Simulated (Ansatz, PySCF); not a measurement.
Complex: C2H6 (SMILES CC) (first 8 atoms) with CH4S (SMILES CS); geometry from B3LYP-D3(BJ)/def2-TZVP, rigid monomers moved along the line of their centres of mass till C1···H11 is 2.72 Å.
(charge 0, multiplicity 1):
```csv
atom,x (Å),y (Å),z (Å)
C,-0.5266,0.5589,0.2331
C,0.5468,-0.5232,0.1628
H,-1.2774,0.4207,-0.5472
H,-0.0961,1.5538,0.1007
H,-1.0430,0.5407,1.1945
H,0.1166,-1.5170,0.3042
H,1.3096,-0.3802,0.9314
H,1.0549,-0.5203,-0.8034
C,0.8358,0.8812,3.5036
S,-0.3209,-0.5082,3.7297
H,0.7079,1.3461,2.5286
H,0.5904,1.6088,4.2753
H,1.8670,0.5620,3.6383
H,0.1460,-1.2744,2.7313
```

Interaction energies are E(AB) − E(A) − E(B) at the monomers' geometry in the complex; basis-set methods are counterpoise corrected.

Cores are frozen in the correlated methods.

The values were computed with Ansatz (Gaussian orbitals); PySCF for the dispersion terms. Values without a source in brackets are computed.

PBE/def2-TZVPPD gives 31.6 meV for the interaction energy.

Task: Where do these levels fall relative to PBE: PBE-D3(BJ)/def2-TZVPPD, r2SCAN/def2-TZVPPD, B3LYP/def2-TZVPPD, wB97M-V/def2-TZVPPD, MP2/aug-cc-pV(D+d)Z, CCSD(T)/aug-cc-pV(D+d)Z.

Result: PBE-D3(BJ)/def2-TZVPPD -94.0; r2SCAN/def2-TZVPPD -48.7; B3LYP/def2-TZVPPD 62.1; wB97M-V/def2-TZVPPD -85.1; MP2/aug-cc-pV(D+d)Z -62.4; CCSD(T)/aug-cc-pV(D+d)Z -50.9 meV. 1 of 6 lie above PBE; the widest gap is to PBE-D3(BJ)/def2-TZVPPD.

Ansatz is a program for electronic structure.
